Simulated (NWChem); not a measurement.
System: C₃H₄O₂Si; SMILES C(=C)=C1O[SiH2]O1

Input file for NWChem:

```
start job
memory heap 200 mb stack 900 mb global 1100 mb
geometry units angstroms noautosym nocenter noautoz
  C      0.000000     0.000000    -3.010210
  C      0.000000     0.000000    -1.701462
  C      0.000000     0.000000    -0.392553
  O      0.000000    -1.091834     0.456851
  Si     0.000000     0.000000     1.763094
  O      0.000000     1.091834     0.456851
  H      0.932764     0.000000    -3.590373
  H     -0.932764     0.000000    -3.590373
  H     -1.229373     0.000000     2.592852
  H      1.229373     0.000000     2.592852
end
basis spherical
  C library def2-svp
  O library def2-svp
  Si library def2-svp
  H library def2-svp
end
dft
  xc m06-2x
  iterations 150
end
cosmo
  do_cosmo_smd true
  solvent thf
end
task dft energy
```

Geometry: optimised at PBE0/def2-SVP. Solvent: tetrahydrofuran.

Level: M06-2X/def2-SVP with SMD (1 M gas to 1 M solution), gas-phase geometry. Reactions with the solvent are ignored.

Task: Give the results of this calculation. (M06-2X/def2-SVP, SMD on the gas-phase geometry.) Quantities: solvation free energy (kcal/mol); cavity-dispersion-structure term (kcal/mol); dipole in solution (D).

Result: 
```json
{
 "solvation free energy (kcal/mol)": "-4.9",
 "cavity-dispersion-structure term (kcal/mol)": "-0.6",
 "dipole in solution (D)": "2.07"
}
```
